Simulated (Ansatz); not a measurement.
A structure relaxed at PBE-D4/def2-SVP in Ansatz, charge 0, singlet:

```tsv
atom	x (Å)	y (Å)	z (Å)
W1	0.5196	-1.1637	-0.6810
W2	-1.1301	0.4683	-0.7691
W3	-0.5147	-0.4517	1.2724
Si4	1.1253	1.1470	0.1777
```

(1) Give its formula and point group.

(2) Summarise the bond lengths by kind (pairs closer than 1.2 times the sum of covalent radii, bridged metal pairs left out).

Results:

(1) the cluster SiW3. Point group C3v (tolerance 0.1 Å).

(2) 3 × W–W 2.32 Å; 3 × Si–W 2.54 Å.

In the def2 sets W takes a core potential; there is no spin–orbit coupling. The structure comes from a short search, and lower isomers may exist.
